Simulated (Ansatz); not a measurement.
`N=COBN` + `[SH][GeH3]` → `NB[S][GeH3]` + `N=CO`  (ligand exchange at a B–O bond)

Computed with Ansatz on PBE0-D4/def2-TZVP structures; ΔE is electronic, products minus reactants. CCSD(T)/CBS adds triple-zeta CCSD(T) − MP2 to the extrapolated MP2 energy (def2 sets, frozen cores). This one scheme is used for every species. DFT in def2-TZVPP. For Ge outer-core shells are correlated without core-valence functions, which leaves a few kJ/mol of doubt a bond. Scalar relativity is left out up to krypton. Each species was taken in one conformer, which may not be the lowest.

**Question.** Is it downhill or uphill in electronic energy at CCSD(T)/CBS, and by how much? (An estimate is asked.)

**Answer.** The calculation gave: Uphill: ΔE = +34.4 kJ/mol.

**Question.** What do these levels give: LDA (SPW92), r2SCANh-D4, B2PLYP, PBE-QIDH, PBE0, BHLYP, CCSD/def2-SVP, SCS-MP2/def2-TZVPP, CCSD/def2-TZVPP, HF/def2-QZVPP, SCS-MP2/def2-QZVPP, CCSD/CBS(def2)? (Best estimate.)

**Answer.** The calculation gave: LDA (SPW92) 35.3, r2SCANh-D4 30.9, B2PLYP 37.1, PBE-QIDH 30.2, PBE0 28.8, BHLYP 44.2, CCSD/def2-SVP 43.6, SCS-MP2/def2-TZVPP 33.8, CCSD/def2-TZVPP 37.7, HF/def2-QZVPP 48.7, SCS-MP2/def2-QZVPP 33.8, CCSD/CBS(def2) 36.7 kJ/mol.

Largest T1 diagnostic among the species: 0.014.

Leaving LDA and LC-ωPBE aside and taking each functional with its dispersion term where it has one, the values, not all of them listed here, spread over 18.6 kJ/mol, from revPBE-D4 to CAM-B3LYP-D4. LDA lies +9.3 kJ/mol from PBE without D4. From BLYP to BHLYP (50 % exact exchange), in def2-TZVPP and without D4, ΔE moves by +6.9 kJ/mol. In def2-TZVPP, CCSD(T) changes the Hartree–Fock value by −11.7 kJ/mol (the triples alone add −2.3 kJ/mol) and MP2 by −17.4 kJ/mol.
